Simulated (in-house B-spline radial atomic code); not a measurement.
Inner levels of platinum as electrons are removed. A shift is the extra binding of the orbital against the neutral atom ([Xe] 4f14 5d3/2(4) 5d5/2(5) 6s1). The density at the nucleus is averaged over the nuclear charge. Computed with a B-spline radial code for spherical atoms: Dirac-Hartree-Fock, jj configuration that fills j = l - 1/2 first, finite nuclei.

A number in brackets counts the electrons of a j subshell.

| ion | configuration | shift of 1s1/2 (eV) | shift of 3d3/2 (eV) | shift of 4f5/2 (eV) | radius of 1s1/2 (bohr) | radius of 3d3/2 (bohr) | radius of 4f5/2 (bohr) | Σ<r²> (bohr²) | change of density at nucleus (bohr⁻³) |
| --- | --- | --- | --- | --- | --- | --- | --- | --- | --- |
| Pt21+ | [Kr] 4d10 4f5/2(6) 4f7/2(5) | 561.9 | 552.14 | 522.96 | 0.01715 | 0.16753 | 0.45521 | 7.3742 | -1979.28 |
| Pt22+ | [Kr] 4d10 4f5/2(6) 4f7/2(4) | ? | ? | ? | ? | ? | ? | ? | ? |
| Pt23+ | [Kr] 4d10 4f5/2(6) 4f7/2(3) | 664.64 | 659.84 | 617.28 | 0.01715 | 0.1675 | 0.4408 | 6.6234 | -1730.18 |
| Pt24+ | [Kr] 4d10 4f5/2(6) 4f7/2(2) | 718.28 | 716.08 | 666.22 | 0.01715 | 0.16747 | 0.43408 | 6.2796 | -1591.84 |
| Pt25+ | [Kr] 4d10 4f5/2(6) 4f7/2(1) | ? | ? | ? | ? | ? | ? | ? | ? |
| Pt26+ | [Kr] 4d10 4f5/2(6) | 830.06 | 833.2 | 767.55 | 0.01715 | 0.1674 | 0.42147 | 5.646 | -1287.69 |
| Pt27+ | [Kr] 4d10 4f5/2(5) | 888.78 | 892.91 | 819.16 | 0.01715 | 0.16724 | 0.4156 | 5.357 | -1115.74 |
| Pt28+ | [Kr] 4d10 4f5/2(4) | 948.98 | 954.02 | 871.85 | 0.01715 | 0.16708 | 0.40995 | 5.0819 | -934.55 |
| Pt29+ | [Kr] 4d10 4f5/2(3) | ? | ? | ? | ? | ? | ? | ? | ? |
| Pt30+ | [Kr] 4d10 4f5/2(2) | 1073.77 | 1080.38 | 980.45 | 0.01715 | 0.16671 | 0.39925 | 4.5697 | -544.5 |
| Pt31+ | [Kr] 4d10 4f5/2(1) | 1138.35 | 1145.61 | 1036.34 | 0.01715 | 0.16651 | 0.39417 | 4.3308 | -335.68 |

Problem. Fill in the row of Pt22+.

Solution. shift of 1s1/2 (eV): 612.5; shift of 3d3/2 (eV): 605.19; shift of 4f5/2 (eV): 569.52; radius of 1s1/2 (bohr): 0.01715; radius of 3d3/2 (bohr): 0.16752; radius of 4f5/2 (bohr): 0.44784; Σ<r²> (bohr²): 6.9876; change of density at nucleus (bohr⁻³): -1859.31.

Problem. Fill in the row of Pt25+.

Solution. shift of 1s1/2 (eV): 773.43; shift of 3d3/2 (eV): 773.87; shift of 4f5/2 (eV): 716.31; radius of 1s1/2 (bohr): 0.01715; radius of 3d3/2 (bohr): 0.16744; radius of 4f5/2 (bohr): 0.42764; Σ<r²> (bohr²): 5.9544; change of density at nucleus (bohr⁻³): -1444.35.

Problem. Fill in the row of Pt29+.

Solution. shift of 1s1/2 (eV): 1010.64; shift of 3d3/2 (eV): 1016.52; shift of 4f5/2 (eV): 925.62; radius of 1s1/2 (bohr): 0.01715; radius of 3d3/2 (bohr): 0.1669; radius of 4f5/2 (bohr): 0.40451; Σ<r²> (bohr²): 4.8198; change of density at nucleus (bohr⁻³): -744.15.
